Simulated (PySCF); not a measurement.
Krypton: a sound run and one with changed settings

Sound run: Kr²⁺ [Ar] 3d10 4s2 4p4, Kr³⁺ [Ar] 3d10 4s2 4p3. Calculation: PySCF 2.14, in pcseg-2 (6s5p3d1f, 43 functions); the non-relativistic Hamiltonian (point nucleus). In the sound run the correlated levels freeze [Ar] 3d10. The sound run starts from symmetry-adapted Hartree-Fock orbitals and uses a fine grid where one is needed.

Changed run: scalar relativity by spin-free X2C-1e. This setting is unsound on purpose.

```
species   method  sound run (hartree)  changed run (hartree)  converged
   Kr²⁺      UHF          -2750.68844            -2778.53814        yes
   Kr²⁺    M06-L          -2752.28771            -2780.13405        yes
   Kr²⁺   M06-2X          -2752.47283            -2780.29440        yes
   Kr²⁺      MP2          -2750.79514            -2778.64418        yes
   Kr²⁺  CCSD(T)          -2750.81829            -2778.66674        yes
   Kr³⁺      UHF          -2749.42722            -2777.27384        yes
   Kr³⁺    M06-L          -2750.98814            -2778.83190        yes
   Kr³⁺   M06-2X          -2751.17500            -2778.99399        yes
   Kr³⁺      MP2          -2749.50872            -2777.35449        yes
   Kr³⁺  CCSD(T)          -2749.52673            -2777.37195        yes
```

Ionisation energy of Kr²⁺:

| method | sound run (eV) | changed run (eV) |
| --- | --- | --- |
| UHF | 34.319 | 34.403 |
| M06-L | 35.363 | 35.433 |
| M06-2X | 35.316 | 35.386 |
| MP2 | 35.005 | 35.094 |
| SCS-MP2 | 35.074 | 35.163 |
| CCSD | 35.123 | 35.211 |
| CCSD(T) | 35.145 | 35.233 |

Most of the change in total energy is the relativistic energy itself. On top of that the contraction fixes the core shape for the Hamiltonian it was made with, so the changed run is not a good calculation with the other Hamiltonian either.

For comparison, NIST gives 35.838 ± 0.02 eV between the lowest levels.
